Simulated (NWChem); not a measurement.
System: SiF2, singlet; SMILES F[Si]F

Output (shortened):

```
             Northwest Computational Chemistry Package (NWChem) 7.3.0
             --------------------------------------------------------

 C2V symmetry detected

                             Geometry "geometry" -> ""
                             -------------------------

 Output coordinates in angstroms (scale by  1.889725989 to convert to a.u.)

  No.       Tag          Charge          X              Y              Z
 ---- ---------------- ---------- -------------- -------------- --------------
    1 Si                  14.0000     0.00000000     0.00000000     0.58028456
    2 F                    9.0000     1.24600000     0.00000000    -0.45133244
    3 F                    9.0000    -1.24600000     0.00000000    -0.45133244

 Effective nuclear repulsion energy (a.u.)      99.6370880005

      Symmetry information
      --------------------

 Group name             C2v
 Group number             16
 Group order               4
 No. of unique centers     2

  pbe96 is a nonlocal functional; adding pw91lda local functional.

                                 NWChem DFT Module
                                 -----------------

 Summary of "ao basis" -> "ao basis" (spherical)
 ------------------------------------------------------------------------------
       Tag                 Description            Shells   Functions and Types
 ---------------- ------------------------------  ------  ---------------------
 Si                        def2-svpd                10       24   5s3p2d
 F                         def2-svpd                 9       23   4s3p2d

      Symmetry analysis of basis
      --------------------------

        a1         28
        a2          9
        b1         21
        b2         12

            General Information
            -------------------
          SCF calculation type: DFT
          Wavefunction type:  closed shell.
          No. of atoms     :     3
          No. of electrons :    32
           Alpha electrons :    16
            Beta electrons :    16
          Charge           :     0
          Spin multiplicity:     1
          Use of symmetry is: off; symmetry adaption is: on
          Maximum number of iterations: 150
          AO basis - number of functions:    70
                     number of shells:    28
          Convergence on energy requested:  1.00D-06
          Convergence on density requested:  1.00D-05
          Convergence on gradient requested:  5.00D-04

              XC Information
              --------------
          PerdewBurkeErnzerhof Exchange Functional  1.000
            Perdew 1991 LDA Correlation Functional  1.000 local
           PerdewBurkeErnz. Correlation Functional  1.000 non-local

             Grid Information
             ----------------
          Grid used for XC integration:  medium
          Radial quadrature: Mura-Knowles
          Angular quadrature: Lebedev.
          Tag              B.-S. Rad. Rad. Pts. Rad. Cut. Ang. Pts.
          ---              ---------- --------- --------- ---------
          Si                  1.10       88           8.0       590
          F                   0.50       49          10.0       434
          Grid pruning is: on
          Number of quadrature shells:   186
          Spatial weights used:  Erf1

      Superposition of Atomic Density Guess
      -------------------------------------

 Sum of atomic energies:        -487.33334018

      Non-variational initial energy
      ------------------------------

 Total energy =    -487.550504
 1-e energy   =    -876.613841
 2-e energy   =     289.426249
 HOMO         =      -0.311627
 LUMO         =      -0.023182

      Symmetry analysis of molecular orbitals - initial
      -------------------------------------------------

  Numbering of irreducible representations:

     1 a1          2 a2          3 b1          4 b2

  Orbital symmetries:

     1 a1          2 a1          3 b1          4 a1          5 b1
     6 a1          7 b2          8 a1          9 b1         10 a1
    11 b1         12 a1         13 b2         14 a2         15 b1
    16 a1         17 b2         18 b1         19 a1         20 a1
    21 b1         22 a1         23 b2         24 a2         25 b2
    26 a1

   convergence    iter        energy       DeltaE   RMS-Dens  Diis-err
 ---------------- ----- ----------------- --------- --------- ---------
 d= 0,ls=0.0,diis     1   -488.6003469323 -5.88D+02  3.04D-02  8.28D-01
 d= 0,ls=0.0,diis     2   -488.1699509775  4.30D-01  1.65D-02  5.81D+00
 d= 0,ls=0.0,diis     3   -488.6988167707 -5.29D-01  1.89D-03  7.93D-03
 d= 0,ls=0.0,diis     4   -488.6995224904 -7.06D-04  6.24D-04  1.60D-03
 d= 0,ls=0.0,diis     5   -488.6996801521 -1.58D-04  4.49D-05  3.74D-06
 d= 0,ls=0.0,diis     6   -488.6996804761 -3.24D-07  4.26D-06  1.77D-08

         Total DFT energy =     -488.699680476134
      One electron energy =     -877.418813183556
           Coulomb energy =      330.533286094383
    Exchange-Corr. energy =      -41.451241387430
 Nuclear repulsion energy =       99.637088000468

 Numeric. integr. density =       31.999997563116

                  Occupations of the irreducible representations
                  ----------------------------------------------

                     irrep           alpha         beta
                     --------     --------     --------
                     a1                8.0          8.0
                     a2                1.0          1.0
                     b1                5.0          5.0
                     b2                2.0          2.0

                       DFT Final Molecular Orbital Analysis
                       ------------------------------------

 Vector   14  Occ=2.000000D+00  E=-3.902713D-01  Symmetry=a2
              MO Center=  1.0D-17,  3.2D-13, -4.2D-01, r^2= 2.0D+00
   Bfn.  Coefficient  Atom+Function         Bfn.  Coefficient  Atom+Function
  ----- ------------  ---------------      ----- ------------  ---------------
    30      0.469426  2 F  py                53     -0.469426  3 F  py
    33     -0.305178  2 F  py                56      0.305178  3 F  py
    36     -0.078156  2 F  py                59      0.078156  3 F  py
    15     -0.063445  1 Si d -2

 Vector   15  Occ=2.000000D+00  E=-3.720852D-01  Symmetry=b1
              MO Center= -1.1D-13,  4.8D-22, -4.0D-01, r^2= 2.1D+00
   Bfn.  Coefficient  Atom+Function         Bfn.  Coefficient  Atom+Function
  ----- ------------  ---------------      ----- ------------  ---------------
    29      0.392466  2 F  px                52      0.392466  3 F  px
    31      0.277015  2 F  pz                54     -0.277015  3 F  pz
    32     -0.252536  2 F  px                55     -0.252536  3 F  px
    34     -0.187180  2 F  pz                57      0.187180  3 F  pz
    35     -0.063893  2 F  px                58     -0.063893  3 F  px

 Vector   16  Occ=2.000000D+00  E=-2.680676D-01  Symmetry=a1
              MO Center=  1.3D-09, -3.2D-09,  8.3D-01, r^2= 2.1D+00
   Bfn.  Coefficient  Atom+Function         Bfn.  Coefficient  Atom+Function
  ----- ------------  ---------------      ----- ------------  ---------------
     3      0.544215  1 Si s                  4      0.406091  1 Si s
     2      0.321498  1 Si s                 11      0.256555  1 Si pz
    31      0.237032  2 F  pz                54      0.237032  3 F  pz
    14      0.213645  1 Si pz                34     -0.158059  2 F  pz
    57     -0.158059  3 F  pz                 8     -0.137808  1 Si pz

[...]

                                NWChem TDDFT Module
                                -------------------

            General Information
            -------------------
           No. of orbitals :     140
            Alpha orbitals :      70
             Beta orbitals :      70
        Alpha frozen cores :       0
         Beta frozen cores :       0
     Alpha frozen virtuals :       0
      Beta frozen virtuals :       0
         Spin multiplicity :       1
    Number of AO functions :      70
        Use of symmetry is : off
      Symmetry adaption is : on
         Schwarz screening :  0.10D-07

              XC Information
              --------------
   PerdewBurkeErnzerhof Exchange Functional   1.00
     Perdew 1991 LDA Correlation Functional   1.00 local
    PerdewBurkeErnz. Correlation Functional   1.00 non-local

             TDDFT Information
             -----------------
          Calculation type : Tamm-Dancoff TDDFT
         Wavefunction type : Restricted singlets
          No. of electrons :      32
           Alpha electrons :      16
            Beta electrons :      16
              No. of roots :       6
          Max subspacesize :    5200
            Max iterations :     100
               Target root :       1
           Target symmetry : none
      Symmetry restriction : off
                 Algorithm : Optimal
        Davidson threshold :  0.10D-03

    6 smallest eigenvalue differences (eV)
--------------------------------------------------------
  No. Spin  Occ  Vir  Irrep   E(Occ)    E(Vir)   E(Diff)
--------------------------------------------------------
    1    1   16   17 b2       -0.268    -0.117     4.116
    2    1   16   18 b1       -0.268    -0.021     6.720
    3    1   15   17 a2       -0.372    -0.117     6.946
    4    1   16   19 a1       -0.268    -0.003     7.200
    5    1   14   17 b1       -0.390    -0.117     7.441
    6    1   13   17 b2       -0.417    -0.117     8.171
--------------------------------------------------------

  Entering Davidson iterations
  Restricted singlet excited states

  Iter   NTrls   NConv    DeltaV     DeltaE      Time
  ----  ------  ------  ---------  ---------  ---------
    1      6       0     0.25E+00   0.10+100        1.0
    2     12       0     0.14E+00   0.27E-01        0.9
    3     18       1     0.66E-01   0.30E-01        0.9
    4     23       3     0.20E-01   0.73E-02        0.8
    5     26       4     0.31E-02   0.43E-03        0.6
    6     28       5     0.34E-03   0.77E-05        0.5
    7     29       6     0.35E-04   0.98E-07        0.4
  ----  ------  ------  ---------  ---------  ---------
  Convergence criterion met

  Ground state a1       -488.699680476134 a.u.

  ----------------------------------------------------------------------------
  Root   1 singlet b2             0.209152947 a.u.                5.6913 eV
  ----------------------------------------------------------------------------
     Transition Moments    X -0.00000   Y  1.22569   Z  0.00000
     Dipole Oscillator Strength                    0.2094751680
     Electric Quadrupole                           0.0000003844
     Magnetic Dipole                               0.0000025700
     Total Oscillator Strength                     0.2094781224

     Occ.   10  a1  ---  Virt.   17  b2       0.15092
     Occ.   12  b2  ---  Virt.   19  a1      -0.06713
     Occ.   13  a1  ---  Virt.   17  b2      -0.13755
     Occ.   16  a1  ---  Virt.   17  b2      -0.96878
     Occ.   16  a1  ---  Virt.   25  b2       0.05029
  ----------------------------------------------------------------------------
  Root   2 singlet a2             0.257664777 a.u.                7.0114 eV
  ----------------------------------------------------------------------------
     Transition Moments    X  0.00000   Y  0.00000   Z  0.00000
     Dipole Oscillator Strength                    0.0000000000
     Electric Quadrupole                           0.0000000022
     Magnetic Dipole                               0.0000001312
     Total Oscillator Strength                     0.0000001334

     Occ.   15  b1  ---  Virt.   17  b2       0.99987
  ----------------------------------------------------------------------------
  Root   3 singlet b1             0.282364873 a.u.                7.6835 eV
  ----------------------------------------------------------------------------
     Transition Moments    X -0.87108   Y -0.00000   Z  0.00000
     Dipole Oscillator Strength                    0.1428359399
     Electric Quadrupole                           0.0000007316
     Magnetic Dipole                               0.0000028703
     Total Oscillator Strength                     0.1428395417

     Occ.   10  a1  ---  Virt.   18  b1      -0.05730
     Occ.   13  a1  ---  Virt.   18  b1       0.10282
     Occ.   14  a2  ---  Virt.   17  b2      -0.60214
     Occ.   16  a1  ---  Virt.   18  b1       0.77886
     Occ.   16  a1  ---  Virt.   27  b1      -0.09203
  ----------------------------------------------------------------------------
  Root   4 singlet a1             0.292282085 a.u.                7.9534 eV
  ----------------------------------------------------------------------------
     Transition Moments    X -0.00000   Y -0.00000   Z -0.90492
     Dipole Oscillator Strength                    0.1595635164
     Electric Quadrupole                           0.0000010070
     Magnetic Dipole                               0.0000000000
     Total Oscillator Strength                     0.1595645234

     Occ.   12  b2  ---  Virt.   17  b2       0.19666
     Occ.   15  b1  ---  Virt.   18  b1       0.06518
     Occ.   16  a1  ---  Virt.   19  a1      -0.95857
     Occ.   16  a1  ---  Virt.   20  a1      -0.12551
     Occ.   16  a1  ---  Virt.   26  a1       0.06723
     Occ.   16  a1  ---  Virt.   28  a1       0.05552
  ----------------------------------------------------------------------------
  Root   5 singlet b2             0.306198393 a.u.                8.3321 eV
  ----------------------------------------------------------------------------
     Transition Moments    X -0.00000   Y  0.37632   Z -0.00000
     Dipole Oscillator Strength                    0.0289088998
     Electric Quadrupole                           0.0000001324
     Magnetic Dipole                               0.0000001069
     Total Oscillator Strength                     0.0289091391

     Occ.   10  a1  ---  Virt.   17  b2       0.09712
     Occ.   13  a1  ---  Virt.   17  b2       0.98489
     Occ.   16  a1  ---  Virt.   17  b2      -0.11326
  ----------------------------------------------------------------------------
  Root   6 singlet b1             0.312682264 a.u.                8.5085 eV
  ----------------------------------------------------------------------------
     Transition Moments    X  1.27300   Y  0.00000   Z  0.00000
     Dipole Oscillator Strength                    0.3378093313
     Electric Quadrupole                           0.0000001560
     Magnetic Dipole                               0.0000035829
     Total Oscillator Strength                     0.3378130702

     Occ.   11  b1  ---  Virt.   19  a1       0.05486
     Occ.   11  b1  ---  Virt.   20  a1      -0.06670
     Occ.   13  a1  ---  Virt.   18  b1       0.06628
     Occ.   14  a2  ---  Virt.   17  b2      -0.73991
     Occ.   14  a2  ---  Virt.   23  b2      -0.09159
     Occ.   15  b1  ---  Virt.   19  a1      -0.24444
     Occ.   15  b1  ---  Virt.   20  a1       0.05008
     Occ.   15  b1  ---  Virt.   26  a1       0.05464
     Occ.   15  b1  ---  Virt.   28  a1      -0.06090
     Occ.   16  a1  ---  Virt.   18  b1      -0.55848
     Occ.   16  a1  ---  Virt.   22  b1       0.08757
     Occ.   16  a1  ---  Virt.   27  b1       0.15533
     Occ.   16  a1  ---  Virt.   31  b1       0.05554

              Target root =      1
          Target symmetry = none
      Ground state energy =   -488.699680476134
        Excitation energy =      0.209152947101
     Excited state energy =   -488.490527529033

  stored tddft:energy   -488.49052752903299
```

Level: PBE/def2-SVPD, TDA. Low-valent species are run as closed-shell singlets; no triplet was tried in these runs. Geometry: optimised at B3LYP/6-31G* (spherical d).

**Question.** Write an input that gives this output.

**Answer.** Several could match; the one computed here: the input that was run:
```
start job
memory heap 200 mb stack 900 mb global 1100 mb
geometry units angstroms noautoz
  Si     0.000000     0.000000     0.571380
  F      1.246000     0.000000    -0.460237
  F     -1.246000     0.000000    -0.460237
end
basis spherical
  * library def2-svpd
end
dft
  xc xpbe96 cpbe96
  iterations 150
end
tddft
  cis
  nroots 6
  notriplet
end
task tddft energy
```
